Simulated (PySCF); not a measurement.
## NMR data sheet: Ethylbenzene

```yaml
Formula: C8H10
SMILES: CCc1ccccc1
InChI: InChI=1S/C8H10/c1-2-8-6-4-3-5-7-8/h3-7H,2H2,1H3
Point_group_of_the_computed_structure: C1
Degrees_of_unsaturation: 4
Carbon_signals: 6
Proton_signals: 5
```

Molfile (atoms numbered from 1):
```
C8H10
     RDKit          3D

 18 18  0  0  0  0  0  0  0  0999 V2000
   -2.4380   -0.4786   -0.5359 C   0  0  0  0  0  0  0  0  0  0  0  0
   -1.6325    0.1592    0.5916 C   0  0  0  0  0  0  0  0  0  0  0  0
   -0.1577    0.1571    0.3103 C   0  0  0  0  0  0  0  0  0  0  0  0
    0.6673   -0.8462    0.8083 C   0  0  0  0  0  0  0  0  0  0  0  0
    2.0220   -0.8713    0.5100 C   0  0  0  0  0  0  0  0  0  0  0  0
    2.5758    0.1123   -0.2950 C   0  0  0  0  0  0  0  0  0  0  0  0
    1.7652    1.1210   -0.7959 C   0  0  0  0  0  0  0  0  0  0  0  0
    0.4124    1.1393   -0.4955 C   0  0  0  0  0  0  0  0  0  0  0  0
   -3.5066   -0.4735   -0.3091 H   0  0  0  0  0  0  0  0  0  0  0  0
   -2.2871    0.0594   -1.4746 H   0  0  0  0  0  0  0  0  0  0  0  0
   -2.1281   -1.5140   -0.6963 H   0  0  0  0  0  0  0  0  0  0  0  0
   -1.8243   -0.3768    1.5255 H   0  0  0  0  0  0  0  0  0  0  0  0
   -1.9726    1.1880    0.7446 H   0  0  0  0  0  0  0  0  0  0  0  0
    0.2423   -1.6164    1.4443 H   0  0  0  0  0  0  0  0  0  0  0  0
    2.6477   -1.6602    0.9119 H   0  0  0  0  0  0  0  0  0  0  0  0
    3.6344    0.0970   -0.5265 H   0  0  0  0  0  0  0  0  0  0  0  0
    2.1899    1.8983   -1.4211 H   0  0  0  0  0  0  0  0  0  0  0  0
   -0.2148    1.9338   -0.8879 H   0  0  0  0  0  0  0  0  0  0  0  0
  1  2  1  0
  2  3  1  0
  3  4  2  0
  4  5  1  0
  5  6  2  0
  6  7  1  0
  7  8  2  0
  8  3  1  0
  1  9  1  0
  1 10  1  0
  1 11  1  0
  2 12  1  0
  2 13  1  0
  4 14  1  0
  5 15  1  0
  6 16  1  0
  7 17  1  0
  8 18  1  0
M  END
```

Single conformer, no relativistic terms, averaged over atoms made equivalent by symmetry, fast rotation or ring inversion, isolated molecule. B97-2/pcSseg-2 with gauge-including orbitals; geometry: PBE0-D3(BJ)/def2-TZVP; PySCF 2.14.0 with density-fitted response routines.

Shifts are taken against calculated references (same method and geometry level): 1H (σref 31.64), 13C (σref 185.38) against TMS.

```tsv
carbon	δC, type	δH (multiplicity)	HMBC from (2–3 bonds)	span of the C tensor (ppm)
C1	22.0, CH3	1.18 (t)	H12/H13	33
C2	35.6, CH2	2.67 (q)	H14/H18, H9/H10/H11	36
C3	153.4, C	–	H15/H17, H14/H18, H12/H13, H9/H10/H11	238
C4/C8	135.0, CH	7.47 (m)	H15/H17, H14/H18, H16, H12/H13	219
C5/C7	135.3, CH	7.56 (m)	H15/H17, H14/H18, H16	235
C6	132.1, CH	7.44 (m)	H15/H17, H14/H18	234
```

Carbon types of the structure: 1 × C, 5 × CH, 1 × CH2, 1 × CH3, which accounts for all hydrogens. δC 153.4: substituted aromatic carbon. δC 135.3, 135.0, 132.1: aromatic CH; the aromatic region. δC 35.6: sp3 CH2 on an aromatic ring; saturated and bonded to C and H only. δH 7.56, 7.47, 7.44: hydrogen on an aromatic CH; ring-current deshielding. δH 2.67: hydrogen on an sp3 CH2 on an aromatic ring; benzylic-type position, deshielded by the ring.

Shifts are as computed. Against solution values, carbons near 30 ppm lie about +3 ppm off and those near 130 ppm about +7 ppm. Of 1211 compounds with measured shifts, 218 miss one by over three times the rms of a fit or turn the order of signals round; such compounds aren't used in these exercises. No couplings were computed; multiplicities are counted from neighbouring protons, with m where these are inequivalent, close in shift, in a saturated or five-membered ring or joined by F or P, and br s for small geminal =CH2 splittings.
